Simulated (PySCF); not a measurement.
How ionic is MO along the lanthanides?

PBE0 in PySCF with x2c-SVPall on every atom, spin-free X2C, for the lowest determinant that a PBE0 search found; no spin–orbit coupling. A negative dipole means M(+)O(−).

| M | state (unpaired electrons) | Re (Å) | μ (D) |
| --- | --- | --- | --- |
| La | doublet (σ ↑) | 1.833 | -3.35 |
| Ce | triplet (f population 1.4) | 1.785 | -2.98 |
| Nd | quintet (f population 3.3) | 1.781 | -3.17 |
| Pm | sextet (f population 4.3) | 1.780 | -3.34 |
| Sm | septet (f population 5.6) | 1.811 | -4.27 |
| Gd | nonet (f population 7.2) | 1.788 | -4.28 |
| Tb | octet (f population 8.2) | 1.779 | -4.39 |
| Dy | septet (f population 9.1) | 1.785 | -4.56 |
| Er | quintet (f population 11.1) | 1.783 | -4.87 |

Question: Give the ionic character |μ|/(e·Re) of each, with 1 e·Å = 4.803 D, and the positive end.

Answer: LaO 38 % (La positive), CeO 35 % (Ce positive), NdO 37 % (Nd positive), PmO 39 % (Pm positive), SmO 49 % (Sm positive), GdO 50 % (Gd positive), TbO 51 % (Tb positive), DyO 53 % (Dy positive), ErO 57 % (Er positive). Lone pairs and polarisation enter μ too, so this number is only a rough measure of charge transfer.

Spin–orbit coupling is left out. With d or f electrons several states lie close, and the lowest PBE0 determinant need not be the measured ground state.
